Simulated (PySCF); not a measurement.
# Shifts of the heteroatoms

Structure with atom numbers: `[NH2:1][Si@@:2]([OH:3])([SiH3:4])[PH2:5]`. Hydrogens are named by the atom that carries them.

No solvent model, non-relativistic, one averaged value for each set of equivalent atoms, a single conformation. Structure optimised with GFN2-xTB; shieldings: GIAO PBE0/pcSseg-1; PySCF.

Question: Where does 31P resonate?

Answer: 
| atoms | environment | σ (ppm) | δ (ppm) |
| --- | --- | --- | --- |
| P5 | phosphorus bonded to Si, 2 H | 593.8 | -221.8 |

Shieldings were converted by a linear fit to measured shifts: 31P: δ = 270.09 − 0.828σ (rms 18.1 ppm, 64 shifts vs H3PO4, solution or neat liquid). Occasional misses reach two or three times the rms, and more in compound classes unlike the fitted ones.

On a 400 MHz spectrometer 31P resonates near 161.9 MHz, so 1 ppm is 161.9 Hz.

Question: Where does 29Si resonate?

Answer: 
```tsv
atoms	environment	σ (ppm)	δ (ppm)
Si2	silicon bonded to N, O, P, Si	340.2	0.3
Si4	silicon bonded to Si, 3 H	467.1	-104.0
```

Shieldings were converted by a linear fit to measured shifts: 29Si: δ = 279.94 − 0.822σ (rms 8.9 ppm, 72 shifts, 25.8 ppm with the 6 outliers that the fit left out vs TMS, solution or neat liquid). A few per cent of atoms miss by over 2 rms, more outside the fitted compound classes.

On a 500 MHz spectrometer 29Si resonates near 99.3 MHz, so 1 ppm is 99.3 Hz.

Question: What are the 15N shifts?

Answer: 
```json
{"atoms": "N1", "environment": "nitrogen bonded to Si, 2 H", "σ (ppm)": "223.4", "δ (ppm)": "-353.9"}
```

Shieldings were converted by a linear fit to measured shifts: 15N (scatter 6.3 ppm rms vs CH3NO2, solution or neat liquid). A few per cent of atoms miss by over 2 rms, more outside the fitted compound classes.

On a 400 MHz spectrometer 15N resonates near 40.5 MHz, so 1 ppm is 40.5 Hz.

Question: What are the 17O shifts?

Answer: 
```
atoms             environment  σ (ppm)  δ (ppm)
   O3  oxygen bonded to Si, H    277.3     14.1
```

Shieldings were converted by a linear fit to measured shifts: 17O (scatter 10.7 ppm rms, 12.2 ppm with the 3 outliers that the fit left out vs liquid water, solution or neat liquid). A few per cent of atoms miss by over 2 rms, more outside the fitted compound classes.

On a 600 MHz spectrometer 17O resonates near 81.3 MHz, so 1 ppm is 81.3 Hz.
